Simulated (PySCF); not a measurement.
Vertical excitations of a molecule CH8N2OSi2 from TDA-PBE0/def2-SVPD in PySCF, as energy in eV (oscillator strength): 5.23 (0.002), 5.67 (0.004), 5.72 (0.034), 5.90 (0.044), 6.01 (0.004), 6.21 (0.071), 6.48 (0.002), 6.77 (0.005), 6.81 (0.019), 6.99 (0.024). Lowest triplet (TDA): 4.90 eV. Geometry optimised at B3LYP-D3(BJ)/def2-SVP. One conformer was computed; it need not be the lowest.

Which molecule gave these data?
A) N[Si@@H]1CN[SiH2]O1
B) N[Si@]1(O)CN[SiH2]1
C) N[Si@@H]1CO[SiH2]N1
D) C[Si@]1(N)N[SiH2]O1

B, N[Si@]1(O)CN[SiH2]1
